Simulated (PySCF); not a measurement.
# Radial density of Ga(3+) (gallium, charge +3)

UHF, [Ar] 3d10, closed-shell 1S. Calculation: PySCF 2.14, in x2c-QZVPPall with one added diffuse shell each of s, p, d, f type (12s8p6d5f1g, 110 functions); scalar relativity by spin-free X2C-1e.

```json
{"r (bohr)": "0.000815", "4πr²ρ (e/bohr)": "0.2606"}
{"r (bohr)": "0.00137", "4πr²ρ (e/bohr)": "0.6569"}
{"r (bohr)": "0.00231", "4πr²ρ (e/bohr)": "1.621"}
{"r (bohr)": "0.00388", "4πr²ρ (e/bohr)": "3.866"}
{"r (bohr)": "0.00652", "4πr²ρ (e/bohr)": "8.677"}
{"r (bohr)": "0.0110", "4πr²ρ (e/bohr)": "17.55"}
{"r (bohr)": "0.0185", "4πr²ρ (e/bohr)": "29.76"}
{"r (bohr)": "0.0310", "4πr²ρ (e/bohr)": "37.91"}
{"r (bohr)": "0.0522", "4πr²ρ (e/bohr)": "33.50"}
{"r (bohr)": "0.0878", "4πr²ρ (e/bohr)": "32.02"}
{"r (bohr)": "0.148", "4πr²ρ (e/bohr)": "43.80"}
{"r (bohr)": "0.249", "4πr²ρ (e/bohr)": "28.76"}
{"r (bohr)": "0.418", "4πr²ρ (e/bohr)": "23.33"}
{"r (bohr)": "0.703", "4πr²ρ (e/bohr)": "22.90"}
{"r (bohr)": "1.18", "4πr²ρ (e/bohr)": "5.860"}
{"r (bohr)": "1.99", "4πr²ρ (e/bohr)": "0.4323"}
{"r (bohr)": "3.35", "4πr²ρ (e/bohr)": "0.005217"}
```

Densities and radii are taken from the X2C orbitals without a picture-change correction, which distorts them close to the nucleus.
